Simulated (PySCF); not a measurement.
Geometry:
```json
{"atom": "C1", "x (Å)": "3.309", "y (Å)": "0.153", "z (Å)": "0.165"}
{"atom": "C2", "x (Å)": "1.944", "y (Å)": "-0.516", "z (Å)": "0.124"}
{"atom": "C3", "x (Å)": "0.797", "y (Å)": "0.479", "z (Å)": "0.002"}
{"atom": "C4", "x (Å)": "-0.608", "y (Å)": "-0.126", "z (Å)": "0.040"}
{"atom": "C5", "x (Å)": "-0.860", "y (Å)": "-1.056", "z (Å)": "-1.143"}
{"atom": "C6", "x (Å)": "-1.661", "y (Å)": "0.983", "z (Å)": "0.126"}
{"atom": "C7", "x (Å)": "-3.081", "y (Å)": "0.506", "z (Å)": "0.391"}
{"atom": "H8", "x (Å)": "3.495", "y (Å)": "0.735", "z (Å)": "-0.751"}
{"atom": "H9", "x (Å)": "4.121", "y (Å)": "-0.584", "z (Å)": "0.261"}
{"atom": "H10", "x (Å)": "3.389", "y (Å)": "0.848", "z (Å)": "1.016"}
{"atom": "H11", "x (Å)": "1.799", "y (Å)": "-1.122", "z (Å)": "1.036"}
{"atom": "H12", "x (Å)": "1.915", "y (Å)": "-1.229", "z (Å)": "-0.716"}
{"atom": "H13", "x (Å)": "0.913", "y (Å)": "1.058", "z (Å)": "-0.934"}
{"atom": "H14", "x (Å)": "0.883", "y (Å)": "1.217", "z (Å)": "0.820"}
{"atom": "H15", "x (Å)": "-0.686", "y (Å)": "-0.727", "z (Å)": "0.967"}
{"atom": "H16", "x (Å)": "-1.865", "y (Å)": "-1.501", "z (Å)": "-1.107"}
{"atom": "H17", "x (Å)": "-0.141", "y (Å)": "-1.888", "z (Å)": "-1.170"}
{"atom": "H18", "x (Å)": "-0.772", "y (Å)": "-0.506", "z (Å)": "-2.095"}
{"atom": "H19", "x (Å)": "-1.634", "y (Å)": "1.572", "z (Å)": "-0.809"}
{"atom": "H20", "x (Å)": "-1.362", "y (Å)": "1.682", "z (Å)": "0.926"}
{"atom": "H21", "x (Å)": "-3.770", "y (Å)": "1.356", "z (Å)": "0.511"}
{"atom": "H22", "x (Å)": "-3.471", "y (Å)": "-0.115", "z (Å)": "-0.430"}
{"atom": "H23", "x (Å)": "-3.133", "y (Å)": "-0.096", "z (Å)": "1.313"}
```

Geometry: PBE0-D3(BJ)/def2-SVP; GIAO shifts from PySCF 2.14, gas phase, non-relativistic, averaged over equivalent atoms.

At mPW1PW91/pcSseg-1 (199 basis functions, 30 s wall time on 1 thread of an x86-64 server CPU, shared host):
```tsv
atoms	δ (ppm)
C3	44.0
C4	37.7
C6	34.4
C2	24.4
C5	17.7
C1	16.9
C7	14.4
H12	1.44
H20	1.23
H14	1.06
H8/H9/H10	0.98
H21/H22/H23	0.98
H11	0.97
H19	0.87
H15	0.86
H16/H17/H18	0.83
H13	0.79
```

References, each an isolated molecule treated in the same way: $^{13}$C (183.54 ppm) and $^{1}$H (31.32 ppm) against TMS.

What do these become at PBE0/pcSseg-1?

Answers


| atoms | δ at PBE0/pcSseg-1 | change |
| --- | --- | --- |
| C3 | 44.5 | +0.5 |
| C4 | 38.0 | +0.3 |
| C6 | 34.5 | +0.1 |
| C2 | 24.4 | +0.0 |
| C5 | 17.7 | +0.0 |
| C1 | 16.8 | -0.1 |
| C7 | 14.2 | -0.2 |
| H12 | 1.45 | +0.01 |
| H20 | 1.24 | +0.01 |
| H14 | 1.07 | +0.01 |
| H8/H9/H10 | 0.98 | +0.00 |
| H21/H22/H23 | 0.98 | +0.00 |
| H11 | 0.98 | +0.01 |
| H19 | 0.87 | +0.00 |
| H15 | 0.87 | +0.01 |
| H16/H17/H18 | 0.83 | +0.00 |
| H13 | 0.79 | +0.00 |

δ = σ(ref) − σ, references computed at the same level: $^{13}$C (σref 184.41) and $^{1}$H (σref 31.27) against TMS.

The largest change is at C3 (sp3 CH2). Cost: 199 basis functions, 55 s wall time on 1 thread of an x86-64 server CPU, shared host. The order of the carbon signals is the same at both levels.
